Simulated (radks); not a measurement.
Task: Gd4+, configuration [Kr] 4d10 4f6 5s2 5p5 6f1 (not the ground configuration). All-electron calculation, scalar-relativistic Kohn-Sham, PBE, spin-polarised, spherical densities, point nucleus; open shells are filled with parallel spins first (spin-orbit coupling, left out, can overturn this in heavy ions). Program: a radial shooting solver on a logarithmic mesh with Libxc functionals. Some entries of the table are withheld. Estimate them.

orbital  occ.  eigenvalue (hartree)  r(max) (bohr)  <r> (bohr)
1s up       1             -1843.426        0.01392     0.02190
1s down     1             -1843.423        0.01392     0.02190
2s up       1             -306.1400        0.07900     0.09328
2s down     1             -306.1367        0.07900     0.09328
2p up       3             -272.6440        0.06395     0.08237
2p down     3             -272.6402        0.06395     0.08237
3s up       1             -69.57366         0.2243      0.2445
3s down     1             -69.47980         0.2242      0.2443
3p up       3             -59.19868         0.2201      0.2431
3p down     3             -59.10490         0.2200      0.2428
3d up       5             -45.49957         0.1801      0.2213
3d down     5             -45.42718         0.1800      0.2210
4s up       1             -15.77839         0.5153      0.5519
4s down     1             -15.56320         0.5152      0.5520
4p up       3             -12.35098         0.5376      0.5836
4p down     3             -12.13778         0.5375      0.5837
4d up       5              -7.60892         0.5578      0.6319
4d down     5              -7.39734         0.5576      0.6326
5s up       1                   (1)          1.169       1.271
5s down     1                   (2)          1.178       1.286
5p up       3              -2.84957          1.299       1.432
5p down     2              -2.73046          1.314       1.455
4f up       6              -2.43968            (3)      0.7840
4f down     0              -2.23665            (4)      0.7992
6f up       1                   (5)          6.140       5.878

Result: 
(1) 5s up eigenvalue (hartree): -3.76206
(2) 5s down eigenvalue (hartree): -3.62045
(3) 4f up r(max) (bohr): 0.5581
(4) 4f down r(max) (bohr): 0.5598
(5) 6f up eigenvalue (hartree): -0.48739
